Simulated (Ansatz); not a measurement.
In₆Sb₄Br₆. Charge 0, multiplicity 1. Geometry PBE-D4/def2-SVP.

```xyz
16

In    1.4785   -1.0761    3.4037
In    2.0979   -2.9396   -0.2286
In   -2.4614    0.1820    1.8540
In   -1.0367    2.2323   -0.8275
In    2.8179    2.1514    1.0952
In   -0.9291   -0.9503   -1.8841
Sb    2.4507    0.8143   -1.8870
Sb    0.6839    2.8085   -3.0320
Sb    0.4779    0.0997    0.4437
Sb    0.6083    0.1156   -4.0123
Br   -4.8012    0.2557    2.9423
Br    3.9343   -0.4328    1.7230
Br   -1.2485   -3.4767   -1.5406
Br    1.4927   -3.7715    2.4224
Br   -2.3139    3.4791    1.0440
Br   -3.2513    0.5082   -1.5160
```

In the def2 sets In, Sb take a core potential; there is no spin–orbit coupling. Single mean-field runs in def2-SVP, def2-TZVP are fitted with def2-universal-jkfit. The structure comes from a short search, and lower isomers may exist.

(1) Estimate the orbital energies around the gap (eV) in Ansatz with HF/def2-SVP, PBE-D4/def2-SVP, PBE-D4/def2-TZVP, r2SCAN-D4/def2-SVP, PBE0-D4/def2-TZVP.

Results:

(1) 
```
orbital  HF/def2-SVP  PBE-D4/def2-SVP  PBE-D4/def2-TZVP  r2SCAN-D4/def2-SVP  PBE0-D4/def2-TZVP
 HOMO−9       -10.33            -6.67             -6.73               -7.01              -7.68
 HOMO−8        -9.97            -6.60             -6.68               -6.93              -7.67
 HOMO−7        -9.58            -6.52             -6.57               -6.83              -7.63
 HOMO−6        -9.53            -6.34             -6.47               -6.73              -7.59
 HOMO−5        -9.28            -6.32             -6.43               -6.68              -7.44
 HOMO−4        -9.00            -6.29             -6.37               -6.62              -7.29
 HOMO−3        -8.66            -6.26             -6.34               -6.59              -7.16
 HOMO−2        -8.27            -5.84             -5.91               -6.13              -6.69
 HOMO−1        -8.13            -5.66             -5.72               -5.95              -6.51
   HOMO        -7.49            -5.42             -5.49               -5.68              -6.19
   LUMO        -0.79            -3.75             -3.83               -3.79              -3.32
 LUMO+1        -0.66            -3.65             -3.71               -3.70              -3.21
 LUMO+2        -0.29            -3.39             -3.46               -3.40              -2.92
 LUMO+3         0.19            -2.94             -3.03               -2.93              -2.47
 LUMO+4         0.20            -2.91             -2.99               -2.89              -2.41
 LUMO+5         0.39            -2.82             -2.90               -2.76              -2.31
```
